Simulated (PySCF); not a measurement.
Structure from 2D NMR

Compound of formula C$_{3}$H$_{12}$FPSi$_{3}$. Correlations simulated from computed shifts and the bond graph:

HSQC (one-bond C–H):
| δH | δC |
| --- | --- |
| 5.15 | 82.1 |
| 0.60 | -6.1 |
| -0.19 | -6.1 |

COSY cross peaks (H two or three bonds apart, from the bond graph; peaks can be absent where the dihedral angle is near 90°):
| δH | δH |
| --- | --- |
| 5.16 | 1.13 |
| 5.16 | 0.60 |
| 5.16 | -0.19 |
| 5.15 | 4.66 |
| 5.15 | 4.32 |
| 4.66 | 4.32 |
| 4.66 | 0.60 |
| 4.66 | -0.19 |
| 4.32 | 0.60 |
| 4.32 | -0.19 |
| 0.60 | -0.19 |

HMBC (two and three bonds, from the bond graph):
| δH | δC |
| --- | --- |
| 5.16 | -6.1 |
| 5.15 | -6.1 |
| 4.66 | 82.1, -6.1 |
| 4.32 | 82.1, -6.1 |
| 1.13 | -6.1 |
| 0.60 | 82.1, -6.1 |
| -0.19 | 82.1, -6.1 |

[PySCF 2.14: shieldings: GIAO PBE0/pcSseg-1; geometry: GFN2-xTB; fast rotation and ring inversion assumed for equivalent nuclei; no relativistic terms; in vacuum; a single conformation]

References, each an isolated molecule treated in the same way: 1H (σ = 31.72 ppm) and 13C (σ = 186.93 ppm) against TMS.

Exchangeable hydrogens are left out of these lists.

Q: Which molecule is this?

A: `InChI=1S/C3H12FPSi3/c4-3-6-1-8(5)2-7-3/h3,8H,1-2,5-7H2/t3-,8-`.

Atoms are numbered as in `[F:1][C@H:2]1[SiH2:3][CH2:4][Si@H:5]([PH2:6])[CH2:7][SiH2:8]1`; H(Xn) means a hydrogen on atom n. Ha(Si3), Ha(C4), Ha(C7), Ha(Si8) are cis to F1 on the ring; Hb(Si3), Hb(C4), Hb(C7), Hb(Si8) are trans to F1 on the ring.

- δC 82.1 is C2, an sp3 CH bonded to F and 2 Si (δH 5.15).
- δC -6.1 is C4/C7, an sp3 CH2 bonded to 2 Si (δH 0.60, -0.19).
- COSY links 5.16–1.13, 5.16–0.60, 5.16–-0.19, 5.15–4.66, 5.15–4.32, 4.66–4.32.

The data come from this structure; uniqueness wasn't tested.

Shifts are as computed. Against solution values, carbons near 30 ppm lie about +3 ppm off and those near 130 ppm about +5 ppm. Of 1211 compounds with measured shifts, 218 miss one by over three times the rms of a fit or turn the order of signals round; such compounds aren't used in these exercises.
